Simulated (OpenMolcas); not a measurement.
## Ru⁺: effect of the IPEA shift

| Quantity | Value |
| --- | --- |
| Program | OpenMolcas 26.06 |
| Basis | ANO-RCC-VTZP [7s6p4d2f1g] |
| Scalar Hamiltonian | DKH2, point nucleus |
| Active space | 7 electrons in 6 orbitals (4d 5s) |
| State averaging | 2S+1 = 4 even, 50 roots; 2S+1 = 6 even, 6 roots kept (CI in the orbitals of an earlier block); 2S+1 = 2 even, 105 roots kept (CI in the orbitals of an earlier block) |
| Spin-orbit coupling | state interaction with AMFI integrals over the reference wave functions, term energies averaged over their components |

Methods on the same reference wave functions:
A. CASSCF
B. MS-CASPT2, IPEA 0 Eh, imaginary shift 0.1 Eh (closed shells correlated: 4s 4p)
C. MS-CASPT2, IPEA 0.25 Eh, imaginary shift 0.1 Eh (closed shells correlated: 4s 4p)

Energies in eV above 4d⁷ ⁴F_9/2, the measured ground level; measured values from NIST Handbook of Basic Atomic Spectroscopic Data.

| Level | A | B | C | Measured |
| --- | --- | --- | --- | --- |
| 4d⁶ 5s ⁶D_9/2 [62 %] | -0.0598 | 0.703 | 0.770 | 1.1346 |
| 4d⁷ ⁴F_9/2 [61 %] | 0.0000 | 0.0000 | 0.0000 | 0.0000 |
| 4d⁶ 5s ⁶D_7/2 | 0.0768 | 0.822 | 0.888 | 1.2585 |
| 4d⁶ 5s ⁶D_5/2 | 0.1617 | 0.907 | 0.980 | 1.3454 |
| 4d⁷ ⁴F_7/2 | 0.1783 | 0.2042 | 0.2025 | 0.1888 |
| 4d⁶ 5s ⁶D_3/2 | 0.2184 | 0.964 | 1.038 | 1.4015 |
| 4d⁷ ⁴F_5/2 | 0.3073 | 0.333 | 0.333 | 0.3092 |
| 4d⁷ ⁴F_3/2 | 0.3916 | 0.413 | 0.415 | 0.3849 |
| 4d⁷ ⁴P_5/2 | 1.3209 | 0.772 | 0.905 | 1.0237 |
| 4d⁷ ⁴P_3/2 | 1.3985 | 0.809 | 0.942 | 1.0511 |
| 4d⁶ 5s ⁴D_7/2(1) | 1.6502 | 1.813 | 1.974 |  |
| 4d⁷ ²G_9/2 | 1.6552 | 1.285 | 1.393 |  |
| 4d⁶ 5s ⁴D_5/2(1) | 1.7916 | 1.964 | 2.120 |  |
| 4d⁷ ²G_7/2 | 1.8343 | 1.460 | 1.572 |  |
| 4d⁶ 5s ⁴D_3/2(1) | 1.8530 | 2.065 | 2.220 |  |
| 4d⁶ 5s ⁴D_1/2(1) | 1.9128 | 2.123 | 2.278 |  |
| 4d⁷ ²P_3/2 [53 %] | 2.0821 | 1.479 | 1.618 |  |
| 4d⁷ ²H_11/2 | 2.2551 | 1.821 | 1.930 |  |
| 4d⁷ ²D_5/2 | 2.2647 | 1.693 | 1.847 |  |
| 4d⁷ ²P_1/2 | 2.3403 | 1.731 | 1.866 |  |
| 4d⁶ 5s ⁴H_13/2 | 2.4216 | 2.805 | 3.014 |  |
| 4d⁷ ²H_9/2 | 2.4305 | 2.003 | 2.112 |  |
| 4d⁶ 5s ⁴H_11/2 | 2.4521 | 2.821 | 3.033 |  |
| 4d⁶ 5s ⁴H_9/2 [58 %] | 2.4794 | 2.816 | 3.039 |  |

A puts 4d⁶ 5s ⁶D_9/2 [62 %] lowest.

Deviations, from unrounded energies. A percentage is the sum of absolute deviations over the sum of measured energies, with the sign that they share, or ± where signs differ.

```json
{"Against measurement": "mean absolute deviation (cm-1)", "Levels": "9", "A": "4800", "B": "2100", "C": "1600"}
{"Against measurement": "fine structure of the ground term (%)", "Levels": "3", "A": "±2.2", "B": "+7.6", "C": "+7.7"}
{"Against measurement": "other terms of the ground configuration (%)", "Levels": "2", "A": "+31.1", "B": "-23.8", "C": "-11.0"}
{"Against measurement": "other configurations (%)", "Levels": "4", "A": "-92.3", "B": "-33.9", "C": "-28.5"}
```

C lies closest to measurement on these levels and A furthest from it. The largest miss of C in the table is 4d⁶ 5s ⁶D_7/2, by -3000 cm-1. The ranking rests on the paired levels alone, and a cruder setting can come out closer through cancelling errors.

Between B and C the level of the table that moves most is 4d⁶ 5s ⁴H_9/2 [58 %], by 1800 cm-1 (lowest in B, highest in C). Moves below CASPT2's spread within the term are not significant.

The mean deviations of B to C differ by less than CASPT2's widest spread within a term (1600 cm-1), so their order carries little weight.

From A to B the spin-free energies of the other terms of 4d⁷ shown, above ⁴F, scale by factors of 0.51 to 0.78.

The lowest spin-free term lies below A's lowest term by 0.502 hartree in B, 0.489 hartree in C.

Term energies are means over components that CASPT2 splits; among the terms shown or strongly mixed into the levels shown the widest spread is 1600 cm-1 (4d⁷ ⁴F, C). Over all roots computed the reference weight is 0.84 to 0.90 in B, 0.86 to 0.91 in C; the roots of lowest weight are the least certain, and an intruder state may touch them. Terms from blocks run as CI alone lack orbitals of their own. Configurations are named by rounded mean occupations; where the s occupation lies near a half they are strongly mixed, a name can repeat and a true partner stay unpaired. A single d shell beside an s shell can misplace configurations of different d count against each other. Without dynamic correlation excited terms often stand tens of per cent too high (terms of higher spin than the ground term too low), and those without a measured partner can miss by more than the paired ones (holds for A). The lowest computed level is not the ground level that NIST lists (4F9/2) (holds for A). Blocks of more than 70 roots (2S+1 = 2 even) ran without multistate coupling (holds for B; C). Some levels mix across a computed gap that differs much from the measured one, so their mixing is not that of the real levels (holds for B; C). Some terms miss by over 15 % even with CASPT2, which points to a basis or an active space too small for the shells correlated (holds for B). Computed and measured levels are paired by configuration, term and J; levels that our copy of the source lacks, or whose pairing is in doubt (as where it misses far off the trend of its configuration), stay unpaired and out of the deviations. Only configurations of the active space appear. The table leaves out levels that lie high or whose names do not pair safely across all columns.

A share in square brackets marks a mixed level and gives the weight of the term that names it, the lowest over the columns. A number in round brackets counts repeated terms of one configuration in the order of the reference energies.
